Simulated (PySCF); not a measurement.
Species: C2H7FGeO.
SMILES with atom numbers: `[CH3:1][O:2][Ge@H:3]([CH3:4])[F:5]` (hydrogens: H6, H7, H8 on C1; H9 on Ge3; H10, H11, H12 on C4)

Computed by this run: PySCF, PBE0-D3(BJ)/def2-SVP geometry optimisation, gas phase; density fitting, grid level 1; the optimiser is geomeTRIC in internal coordinates, started from a GFN2-xTB structure with every atom displaced at random (about 0.01 Å).

Step 12: E = -63444.9695 eV
```
atom  x, y, z in Å  |  force x, y, z in eV/Å
C1      1.7126   -0.6730   -1.0509    0.077  -0.020   0.057
O2      0.6501    0.2291   -0.9826   -0.146  -0.004  -0.115
Ge3    -0.1460    0.7249    0.5117    0.036  -0.059   0.064
C4     -1.9183   -0.0180    0.6750    0.045   0.043  -0.073
F5     -0.3762    2.4374    0.3254    0.046   0.055   0.005
H6      1.3687   -1.7246   -1.0817   -0.013   0.017  -0.004
H7      2.2830   -0.4838   -1.9748   -0.005   0.007   0.008
H8      2.4158   -0.5779   -0.2006    0.008   0.010   0.003
H9      0.8410    0.5096    1.6755   -0.022   0.006   0.022
H10    -2.3840    0.3257    1.6092   -0.010  -0.020   0.005
H11    -2.5180    0.3387   -0.1748   -0.017  -0.025   0.009
H12    -1.8891   -1.1162    0.6590    0.001  -0.011   0.019
```

Step 13: E = -63444.9736 eV
```
atom  x, y, z in Å  |  force x, y, z in eV/Å
C1      1.7112   -0.6696   -1.0493    0.069   0.000   0.037
O2      0.6363    0.2197   -0.9901   -0.106  -0.020  -0.068
Ge3    -0.1449    0.7193    0.5111    0.014   0.004   0.038
C4     -1.9196   -0.0160    0.6714    0.014   0.029  -0.036
F5     -0.3532    2.4367    0.3303    0.035   0.019   0.017
H6      1.3789   -1.7249   -1.0606    0.000   0.003  -0.003
H7      2.2726   -0.4879   -1.9800    0.002   0.001   0.002
H8      2.4188   -0.5500   -0.2055   -0.002   0.002  -0.005
H9      0.8391    0.4950    1.6759   -0.016  -0.004   0.005
H10    -2.3849    0.3246    1.6070   -0.010  -0.012   0.003
H11    -2.5225    0.3396   -0.1763   -0.007  -0.017   0.000
H12    -1.8921   -1.1146    0.6564    0.009  -0.006   0.010
```

Step 14: E = -63444.9823 eV
```
atom  x, y, z in Å  |  force x, y, z in eV/Å
C1      1.7163   -0.6562   -1.0475    0.014   0.075  -0.033
O2      0.5842    0.1679   -1.0112    0.019  -0.105   0.081
Ge3    -0.1476    0.6928    0.5095   -0.020   0.094  -0.059
C4     -1.9366   -0.0023    0.6642   -0.057  -0.004   0.051
F5     -0.2672    2.4240    0.3525    0.000  -0.032   0.034
H6      1.4511   -1.7277   -0.9786    0.006  -0.009   0.003
H7      2.2358   -0.5029   -2.0068    0.001  -0.003  -0.007
H8      2.4398   -0.4330   -0.2396   -0.011  -0.012  -0.005
H9      0.8259    0.4262    1.6725    0.013  -0.031  -0.015
H10    -2.4008    0.3330    1.6029    0.002   0.016  -0.014
H11    -2.5438    0.3519   -0.1803    0.015   0.004  -0.019
H12    -1.9175   -1.1019    0.6528    0.019   0.007  -0.016
```

Step 15: E = -63444.9906 eV
```
atom  x, y, z in Å  |  force x, y, z in eV/Å
C1      1.7317   -0.6380   -1.0498   -0.037   0.107  -0.089
O2      0.5289    0.0852   -1.0173    0.094  -0.135   0.175
Ge3    -0.1545    0.6511    0.5131   -0.025   0.112  -0.106
C4     -1.9656    0.0185    0.6608   -0.084  -0.027   0.086
F5     -0.1688    2.3899    0.3757   -0.048  -0.052   0.042
H6      1.5662   -1.7187   -0.8853    0.017  -0.011   0.007
H7      2.1885   -0.5180   -2.0449    0.008  -0.006  -0.008
H8      2.4682   -0.2868   -0.3022   -0.006  -0.019  -0.005
H9      0.8049    0.3343    1.6744    0.022  -0.043  -0.026
H10    -2.4294    0.3628    1.5964    0.014   0.039  -0.020
H11    -2.5652    0.3735   -0.1885    0.031   0.020  -0.027
H12    -1.9652   -1.0819    0.6578    0.014   0.016  -0.027
```

Task: Estimate the geometry and energy of step 16. (The exact step hangs on the optimiser's Hessian estimate; all steps are aligned on step 15, rigid shifts and turns removed.)

Result: E = -63445.0207 eV, largest force 0.432 eV/Å
```
atom  x, y, z in Å  |  force x, y, z in eV/Å
C1      1.7707   -0.5683   -1.0751   -0.233   0.042  -0.140
O2      0.4034   -0.2429   -0.9448    0.314   0.017   0.295
Ge3    -0.1663    0.4889    0.5659   -0.012   0.065  -0.180
C4     -2.0414    0.0894    0.6457   -0.162  -0.101   0.166
F5      0.1446    2.2055    0.4400   -0.088  -0.104  -0.019
H6      1.9900   -1.5629   -0.6475    0.037  -0.006   0.022
H7      2.0200   -0.6013   -2.1472    0.017  -0.003  -0.007
H8      2.4420    0.1701   -0.6010    0.002   0.010  -0.003
H9      0.6988    0.0566    1.7617    0.028  -0.072  -0.030
H10    -2.5222    0.5167    1.5371    0.047   0.070  -0.024
H11    -2.5745    0.4271   -0.2528    0.082   0.055  -0.043
H12    -2.1254   -1.0072    0.7082   -0.032   0.027  -0.037
```

The energy changes by -0.0301 eV. The first-order estimate −F·Δx gives -0.0433 eV and the mean of the old and new forces, exact on a quadratic surface, -0.0229 eV. The step makes an angle of 84° with the force vector and moves no atom by more than 0.547 Å.

What follows is the cost of the whole optimisation. Time: 3.2 min wall; peak memory 0.51 GiB. Hardware: one thread of an Arm Neoverse V1, shared host with 32 logical CPUs at a one-minute load of 25.
